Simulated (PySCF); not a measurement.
# Do core-level shifts follow atomic charges?

C6H9NSi.
SMILES with atom numbers: `[N:1]#[C:2][Si@@H:3]1[CH2:4][C@@H:5]1[CH:6]1[CH2:7][CH2:8]1`

Structure used (PBE0-D3(BJ)/def2-SVP), in Å, numbered top down from 1:
```xyz
17
C6H9NSi angstrom
N      0.9725   -1.0169   -3.2396
C      1.3139   -0.9708   -2.1311
Si     1.8454   -0.8731   -0.3742
C      0.5458   -1.3191    0.8725
C      0.7917    0.1921    0.7389
C     -0.2776    1.1074    0.2219
C     -1.6769    1.0559    0.7710
C     -1.4082    0.6275   -0.6401
H      3.2896   -1.1163   -0.1808
H     -0.4040   -1.7065    0.4870
H      0.8385   -1.7877    1.8179
H      1.3408    0.6139    1.5920
H      0.1008    2.1053   -0.0223
H     -2.2024    1.9985    0.9450
H     -1.8995    0.2741    1.5034
H     -1.7306    1.2738   -1.4597
H     -1.4784   -0.4380   -0.8764
```

Binding energies: delta-SCF UKS SCAN, pcX-2 on the ionised atom, pcseg-1 elsewhere, spin-free X2C (PySCF 2.14.0). Charges: PBE0/pcSseg-1 ground-state density, for the ionised atom.

```
atom                  environment  C 1s (eV)  Mulliken (e)  IAO (e)  Hirshfeld (e)  ESP (e)
  C4  sp3 carbon bound to silicon     290.49        -0.433   -0.518         -0.156   -0.384
  C7   three-membered-ring carbon     290.51        -0.191   -0.290         -0.092   -0.388
  C8   three-membered-ring carbon     290.58        -0.218   -0.287         -0.088   -0.270
  C5  sp3 carbon bound to silicon     290.59        -0.390   -0.337         -0.097   -0.167
  C6   three-membered-ring carbon     290.81        -0.218   -0.127         -0.039   -0.077
  C2                 cyano carbon     291.48        -0.167   -0.153         -0.030   +0.352
```

Question: Give the correlation coefficient and slope of binding energy on charge for each scheme.

Answer: ESP: r = 0.98, slope 1.3 eV per e; Hirshfeld: r = 0.76, slope 6.4 eV per e; IAO: r = 0.67, slope 1.8 eV per e; Mulliken: r = 0.53, slope 1.8 eV per e. ESP charges have the highest r, on only 6 points.

Question: The point-charge model writes a binding energy as kq + V + constant, with V the potential of the other atoms' charges at the site. What does it give with the Hirshfeld charges?

Answer: V = Σ 14.40 eV Å × q/r over all other atoms: +2.41 eV at C4, +0.81 eV at C7, +0.74 eV at C8, +1.34 eV at C5, -0.09 eV at C6, -0.41 eV at C2. Fitting binding energy − V to q gives k = 28.5 eV per e and leaves an rms residual of 0.26 eV, against 0.22 eV for the fit on q alone. The model has no term for differences in relaxation between sites.

Isolated species at its PBE0-D3(BJ)/def2-SVP geometry (one conformer only).
